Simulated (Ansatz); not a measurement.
Relaxation of CH$_{3}$FNSi (7 atoms, charge -1, multiplicity 1), to a largest force component of 0.015 eV/Å in at most 40 steps.

Theory: RKS r2SCAN-D4/def2-SVP (Ansatz).

```xyz
7
Properties=species:S:1:pos:R:3
N 0.829 0.770 -1.323
C -0.062 0.623 -0.387
Si 0.018 -0.466 1.092
F -1.580 -0.515 1.684
H 1.460 -0.043 -1.346
H -0.721 1.505 -0.319
H 0.056 -1.873 0.600
```

Where does it end, and by what steps?

The forces met the threshold. Limits of this set-up: an anion without diffuse functions, the dipole of an ion depends on the origin. After 15 steps the energy has fallen by 0.222 eV; H7 moved furthest, 0.30 Å.

```json
{"step": "0", "energy less start (eV)": "0.0000", "largest force component (eV/Å)": "1.848", "accepted": "yes"}
{"step": "1", "energy less start (eV)": "-0.1517", "largest force component (eV/Å)": "1.717", "accepted": "yes"}
{"step": "2", "energy less start (eV)": "-0.1847", "largest force component (eV/Å)": "0.979", "accepted": "yes"}
{"step": "3", "energy less start (eV)": "-0.2067", "largest force component (eV/Å)": "0.686", "accepted": "yes"}
{"step": "4", "energy less start (eV)": "-0.2141", "largest force component (eV/Å)": "0.394", "accepted": "yes"}
{"step": "5", "energy less start (eV)": "-0.2172", "largest force component (eV/Å)": "0.068", "accepted": "yes"}
{"step": "6", "energy less start (eV)": "-0.2183", "largest force component (eV/Å)": "0.066", "accepted": "yes"}
{"step": "7", "energy less start (eV)": "-0.2197", "largest force component (eV/Å)": "0.160", "accepted": "yes"}
{"step": "8", "energy less start (eV)": "-0.2206", "largest force component (eV/Å)": "0.116", "accepted": "yes"}
{"step": "9", "energy less start (eV)": "-0.2211", "largest force component (eV/Å)": "0.086", "accepted": "yes"}
{"step": "10", "energy less start (eV)": "-0.2217", "largest force component (eV/Å)": "0.050", "accepted": "yes"}
{"step": "11", "energy less start (eV)": "-0.2216", "largest force component (eV/Å)": "0.063", "accepted": "no"}
{"step": "12", "energy less start (eV)": "-0.2219", "largest force component (eV/Å)": "0.020", "accepted": "yes"}
{"step": "13", "energy less start (eV)": "-0.2219", "largest force component (eV/Å)": "0.019", "accepted": "yes"}
{"step": "14", "energy less start (eV)": "-0.2219", "largest force component (eV/Å)": "0.016", "accepted": "yes"}
{"step": "15", "energy less start (eV)": "-0.2220", "largest force component (eV/Å)": "0.007", "accepted": "yes"}
```

```xyz
7
Properties=species:S:1:pos:R:3
N 0.822 0.755 -1.348
C -0.017 0.586 -0.377
Si 0.098 -0.542 1.188
F -1.483 -0.316 1.786
H 1.592 0.072 -1.210
H -0.891 1.289 -0.404
H -0.122 -1.844 0.364
```

Whether the end is a true minimum wasn't checked by a vibrational analysis.

The run took 60 s on 1 thread of Intel(R) Xeon(R) Platinum 8488C (Sapphire Rapids), with other jobs on the host, peak memory 0.18 GiB.
